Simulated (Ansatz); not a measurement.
Input and output for C$_{3}$H$_{7}$B, SMILES `BC(=C)C`.

```yaml
crystal:
  periodic: [false, false, false]
  atoms:
    - {symbol: B, position_ang: [-0.544057, 1.376938, 0.499101]}
    - {symbol: C, position_ang: [0.011468, -0.015370, 0.143819]}
    - {symbol: C, position_ang: [0.334399, -0.828099, 1.161734]}
    - {symbol: C, position_ang: [0.181885, -0.449228, -1.283205]}
    - {symbol: H, position_ang: [-0.864974, 2.157828, -0.351777]}
    - {symbol: H, position_ang: [-0.659485, 1.686164, 1.650026]}
    - {symbol: H, position_ang: [0.730077, -1.830420, 1.006420]}
    - {symbol: H, position_ang: [0.210396, -0.507091, 2.190416]}
    - {symbol: H, position_ang: [-0.770334, -0.402304, -1.819191]}
    - {symbol: H, position_ang: [0.864830, 0.221481, -1.812634]}
    - {symbol: H, position_ang: [0.571096, -1.466900, -1.364208]}
basis:
  gaussian: {orbitals: def2-TZVPD}
magnetization: {spin_polarized: true, initial_magnetization: 0}
hamiltonian: {xc: {name: B3LYP}, dispersion: d4}
```

```sh
$ ansatz run in.yaml --threads 2 --pin off --events-out ev --progress --plain --max-ram 4352MiB
```

Output, abridged:

```
Functional definition: B3LYP
1044 factors; their error is unknown
mean field evaluation 1: about -3893.0979 eV, gradient 4.3e1 eV
mean field evaluation 2: about -3886.6226 eV, gradient 5.4e1 eV
mean field evaluation 4: about -3902.1664 eV, gradient 3.3e0 eV
mean field evaluation 8: about -3902.2151 eV, gradient 7.3e-2 eV
mean field evaluation 16: about -3902.1889 eV, gradient 1.4e-5 eV
mean field -3902.18888812 eV, -143.4027966396 hartree, gradient 1.5e-5 eV, S^2 0.000000; 0 other end points of the search recorded, 0 dependent functions left out
reference -3902.18918784 eV, -143.4028076544 hartree; 15, 15 occupied and 196, 196 virtual orbitals, 1044 factors
Total energy: -3902.47502204 eV, -143.4133118675 hartree
```

Run time 7.5 s (2 threads of an Arm Neoverse V2 on a shared host); peak host memory 0.49 GiB.
